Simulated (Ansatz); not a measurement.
Cost and result for the atomization energy of C2H7BFN (`CCB(N)F`) (12 atoms, 11 bonds).

```xyz
12

C     0.672   -0.830   -1.313
C     0.601   -0.412    0.156
B    -0.331    0.827    0.407
N    -1.324    0.883    1.386
F    -0.172    1.922   -0.363
H     0.989    0.004   -1.942
H    -0.302   -1.163   -1.680
H     1.378   -1.650   -1.465
H     1.608   -0.139    0.498
H     0.297   -1.261    0.778
H    -1.894    1.699    1.534
H    -1.524    0.118    2.004
```

Charge 0, multiplicity 1. Geometry: relaxed with PBE0-D4/def2-TZVP. It is one conformer, not always the lowest. Program: Ansatz. All runs use 4 threads of an Arm Neoverse V2 on a shared host. Times are those of one run each, without the atoms' runs, and a repeat can differ threefold. Electronic energies, without spin–orbit coupling; frozen cores. CCSD(T)/CBS adds CCSD(T) − MP2 in def2-TZVPP to the MP2 limit, and its time is that of the two runs behind it. T1 = 0.011. HSE06 is the plane-wave form, built on full-range PBE exchange.

CCSD(T)/CBS is a level of theory with its own doubt, some kJ/mol a heavy atom from the limit and from the frozen cores, so smaller differences don't rank the functionals.

| level | functions | wall time |
| --- | --- | --- |
| LDA (SPW92)/def2-TZVPP | 253 | 0.95 s |
| revPBE-D4/def2-TZVPP | 253 | 1.5 s |
| BLYP-D4/def2-TZVPP | 253 | 1.5 s |
| HSE06-D4/def2-TZVPP | 253 | 2.2 s |
| CAM-B3LYP-D4/def2-TZVPP | 253 | 2.4 s |
| r2SCANh-D4/def2-TZVPP | 253 | 3.7 s |
| PBE-QIDH/def2-TZVPP | 253 | 4.1 s |
| CCSD(T)/def2-SVP | 105 | 4.5 s |
| ωB97X-V/def2-TZVPP | 253 | 5.5 s |
| ωB97M-V/def2-TZVPP (with forces) | 253 | 8 s |
| MP2/def2-QZVPP | 495 | 18 s |
| CCSD(T)/def2-TZVPP | 253 | 2.2 min |
| CCSD(T)/CBS(def2) | – | 2.5 min |

Problem. What atomization energy does each give, and how far from CCSD(T)/CBS? (Estimate.)

Solution. The calculation gave: 
```tsv
level	atomization (kJ/mol)	difference from CCSD(T)/CBS	per bond
LDA (SPW92)/def2-TZVPP	5518.7	678.5	61.7
revPBE-D4/def2-TZVPP	4828.2	-12.0	-1.1
BLYP-D4/def2-TZVPP	4853.4	13.2	1.2
HSE06-D4/def2-TZVPP	4874.9	34.7	3.2
CAM-B3LYP-D4/def2-TZVPP	4892.4	52.2	4.7
r2SCANh-D4/def2-TZVPP	4835.4	-4.8	-0.4
PBE-QIDH/def2-TZVPP	4831.4	-8.8	-0.8
CCSD(T)/def2-SVP	4634.8	-205.4	-18.7
ωB97X-V/def2-TZVPP	4856.6	16.4	1.5
ωB97M-V/def2-TZVPP (with forces)	4871.2	31.0	2.8
MP2/def2-QZVPP	4872.1	31.9	2.9
CCSD(T)/def2-TZVPP	4728.7	-111.5	-10.1
CCSD(T)/CBS(def2)	4840.2	0.0	0.0
```

From r2SCAN to r2SCAN0 (25 % exact exchange), in def2-TZVPP and without D4, the atomization energy moves by −61.1 kJ/mol: exact exchange takes away binding that semilocal exchange gives to molecules. The D4 term adds +28.9 kJ/mol with B3LYP and +15.2 kJ/mol with PBE0; it sums over pairs of atoms, weighted by their polarisabilities, and B3LYP, whose exchange is more repulsive, gets the larger term. In def2-TZVPP, CCSD(T) changes the Hartree–Fock value by +1085.9 kJ/mol (the triples alone add +59.0 kJ/mol) and MP2 by +1163.6 kJ/mol; breaking electron pairs costs correlation energy, which Hartree–Fock lacks.

B3LYP here is the variant with VWN-RPA as its local correlation; programs differ in this.
